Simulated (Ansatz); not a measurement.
Species: sum formula SnH2Cl2, charge 0, multiplicity 1. 
Geometry from a B3LYP-D3(BJ)/def2-TZVP (Ansatz, a program for electronic structure) optimisation:
```
Sn
H 1 1.6995
H 1 1.6995 2 118.63
Cl 1 2.3380 2 107.76 3 -122.66
Cl 1 2.3380 2 107.76 3 122.66
```

Basis-set convergence of Hartree-Fock and MP2 correlation energies (hartree) with Ansatz. Cores are frozen in the correlated levels unless marked. Spin-orbit coupling is left out. The frozen core is the preceding noble-gas configuration, with the filled d and f shells of earlier blocks. In def2 rows, elements after Kr have scalar-relativistic effective core potentials.

```json
[
 {"basis": "def2-SVP", "functions": "72", "E(HF)": "-1133.29742", "E(corr, MP2)": "-0.34638"},
 {"basis": "def2-TZVPP", "functions": "162", "E(HF)": "-1133.62614", "E(corr, MP2)": "-0.48281"},
 {"basis": "def2-QZVPP", "functions": "282", "E(HF)": "-1133.65445", "E(corr, MP2)": "-0.53135"}
]
```

Extrapolating the two largest sets (X = 3 and 4) as X^-3: E(corr) = (64·(-0.53135) - 27·(-0.48281))/37 = -0.5668 Eh, an estimate of the basis-set limit. The largest set recovers 93.8 % of it, the smallest 61.1 %.
